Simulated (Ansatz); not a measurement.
Input file for Ansatz (a quantum-chemistry and plane-wave program): R-r2SCAN/def2-TZVPP on H2O (SMILES O).

Ansatz 0.2 input:
```yaml
crystal:
  periodic: [false, false, false]
  atoms:
    - {symbol: O, position_ang: [0.00000000, -0.00000000, 0.40073248]}
    - {symbol: H, position_ang: [-0.00000000, 0.75701187, -0.20041624]}
    - {symbol: H, position_ang: [-0.00000000, -0.75701187, -0.20041624]}
basis:
  gaussian:
    orbitals: def2-TZVPP
hamiltonian:
  xc: {name: r2SCAN}
scf: {lower_state_search: off}
```

The log:

```
WARN ansatz: RAYON_NUM_THREADS=8 ignored (pool sized by the plan → 8); use --threads N
Functional definition: r2SCAN
these checks for a lower state are left out or cut short: stability, starts, cluster_reference, orbital_swaps, neighbouring_geometries, increment
integrals: 0.01 GiB planned
269 factors; their error is unknown
mean field: 0.13 GiB planned
mean field evaluation 1: about -2074.9488 eV, gradient 5.5e1 eV
mean field evaluation 2: about -2065.5821 eV, gradient 9.0e1 eV
mean field evaluation 4: about -2079.5795 eV, gradient 6.2e-1 eV
mean field evaluation 8: about -2079.5791 eV, gradient 1.9e-1 eV
mean field -2079.57910591 eV, -76.4231225529 hartree, gradient 8.1e-6 eV, S^2 0.000000; 0 other end points of the search recorded, 0 dependent functions left out
reference -2079.57911115 eV, -76.4231227453 hartree; 5, 5 occupied and 54, 54 virtual orbitals, 269 factors
Total energy: -2079.57911115 eV, -76.4231227453 hartree
Checks for a lower state left out: stability, starts, cluster_reference, orbital_swaps, neighbouring_geometries, increment
```

The run converged.

Cost: around 0.6 core-seconds (rough).
